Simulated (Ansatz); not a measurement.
```yaml
atoms:
  - { symbol: Si, position_ang: [0.0000, 0.0000, -0.5982] }
  - { symbol: O, position_ang: [0.0000, 0.0000, 1.0469] }
```

Basis set: def2-TZVP (spherical functions). Correlated methods keep 6 orbitals frozen. Charge 0, multiplicity 1.

Computed with Ansatz (development build ahead of 0.2.0); each method stands on the lowest determinant of its kind that the runs found. Restricted open shells among the atoms or ions are ROHF, correlated in semicanonical orbitals with singles.

The atomization energy at this shape (free ground-state atoms in the same class of orbitals less the molecule, no zero-point energy) of singlet SiO:

```json
{"method": "RHF-MP2", "atomization energy": "189.35 kcal/mol"}
```

(1) What does RHF give?

Results:

(1) 99.58 kcal/mol. Caution: the shape is not the minimum.
